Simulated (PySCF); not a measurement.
How methods differ on the excitation energy of Mg+

Mg+ [Ne] 3s1 (2S) → Mg+ [Ne] 3p1 (2P), as a difference of total energies. Calculation: PySCF 2.14, in aug-cc-pCVTZ; the non-relativistic Hamiltonian (point nucleus). Correlated levels: valence and next inner shell: 1s2 frozen. The calculations carry no spin-orbit coupling.

| method | excitation energy (cm⁻¹) | error (cm⁻¹) |
| --- | --- | --- |
| UHF | 34495 | -1236 |
| MP2 (valence and next inner shell) | 35311 | -419 |
| SCS-MP2 (valence and next inner shell) | 35109 | -621 |
| CCSD (valence and next inner shell) | 35287 | -443 |
| CCSD(T) (valence and next inner shell) | 35319 | -412 |

Reference: 35730 cm⁻¹ (measured; NIST levels, between the centres of gravity of the two terms).

Errors of the correlated levels include the incompleteness of this basis and the frozen core.
